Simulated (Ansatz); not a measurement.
`[NH2][Ta]([NH2])([NH2])=[S]`, charge 0, multiplicity 1.

**Question.** Give a relaxed structure at PBE0-D4/def2-TZVP (Ansatz). (Best estimate.)

**Answer.** Computed: 
Z-matrix (Å, degrees):
```
Ta
N 1 1.977
N 1 1.977 2 108.5
N 1 1.977 2 108.5 3 117.7
S 1 2.177 2 110.4 3 -121.2
H 2 1.010 1 124.2 3 141.2
H 2 1.010 1 124.3 3 -23.4
H 3 1.010 1 124.2 2 -101.1
H 3 1.010 1 124.3 2 94.3
H 4 1.010 1 124.2 2 141.2
H 4 1.010 1 124.3 2 -23.4
```
Point group C3.
This is one stationary point; other conformers may exist.
